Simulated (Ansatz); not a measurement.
Coupled-cluster diagnostics for the cluster Hg₃S₂, Ansatz.

Geometry of the singlet (B3LYP-D4/def2-SVP):

```xyz
5

Hg    0.033    0.369   -2.107
Hg    0.545   -1.070    0.457
Hg   -1.155    1.446    3.193
S    -0.676    1.158    0.245
S     1.254   -1.902   -1.788
```

In the def2 sets Hg takes a core potential; there is no spin–orbit coupling. Correlated methods freeze 10 core orbitals; core or outer-core shells of Hg are correlated, in sets that lack core-valence functions. Another isomer (triplet) lies 1.40 eV lower at PBE0-D4/def2-TZVP; other spin states weren't run for this one.

Problem. Estimate the CCSD(T) correlation energy, the shares of MP2 and (T), T1 and the reference's ⟨S²⟩ for: charge 0, singlet, own geometry in def2-SVP; and the rough time on 4 threads of Arm Neoverse V2 on a shared host.

Solution. 
| state | basis | correlation (eV) | MP2 share (%) | (T) share (%) | T1 | ⟨S²⟩ (pure) | wall time | remarks |
| --- | --- | --- | --- | --- | --- | --- | --- | --- |
| charge 0, singlet, own geometry | def2-SVP | -37.124 | 101.1 | 3.5 | 0.026 | 0.00 (0.00) | 74 s | large T1 (0.026), restricted SCF unstable |
Customary marks for T1 are 0.02 (closed shells), 0.045 (open shells) and about 0.05 (3d metals). T1 exceeds 0.02 in 1 of 1 rows and 0.045 in 0; the higher it lies, the less the single-reference result can be trusted.
